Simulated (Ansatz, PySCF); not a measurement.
Reaction (SMILES): C[O][Ge]([Br])([Br])[O]C [dibromo(dimethoxy)germane] + 6 [H][H] (H2) -> 2 Br (HBr) + 2 C (CH4) + [GeH4] (GeH4) + 2 O (H2O)
Geometries: B3LYP-D3(BJ)/def2-TZVP minima from Ansatz (a program for electronic structure), one conformer each, not searched for the lowest. Frequencies are from Ansatz or PySCF.

Quantity: energy of full hydrogenation (enthalpy at 298 K, with B3LYP-D3(BJ) rigid-rotor harmonic-oscillator terms), in kcal/mol. Valence correlation only, unless marked. No spin-orbit coupling. The frozen core is the preceding noble-gas configuration, with the filled d and f shells of earlier blocks. No relativistic terms. CBS marks a two-point X^-3 extrapolation of the correlation energy; Hartree-Fock from the larger set. The bracket is a focal-point correction in the basis named.

```tsv
level	program	energy of full hydrogenation (kcal/mol)	minus last row
HF/aug-cc-pVDZ	Ansatz	-38.0	-35.5
r2SCAN/def2-TZVPD	Ansatz	-3.3	-0.8
r2SCAN-D4/def2-TZVPD	Ansatz + dftd4	-1.5	1.0
B97M-V/def2-TZVPD	Ansatz	-14.1	-11.6
BHLYP-D3(BJ)/def2-TZVPD	Ansatz + dftd3	-8.2	-5.7
SCS-MP2/aug-cc-pVTZ	Ansatz	-2.6	-0.1
CCSD(T)/STO-3G	Ansatz	55.7	58.2
CCSD(T)/cc-pVQZ	Ansatz	-3.5	-1.0
RI-MP2/CBS(aug-cc-pVTZ,aug-cc-pVQZ)+[CCSD(T)-MP2]/aug-cc-pVDZ	Ansatz	-3.0	-0.5
CCSD(T)/CBS(cc-pVTZ,cc-pVQZ)	Ansatz	-2.5	0.0
```
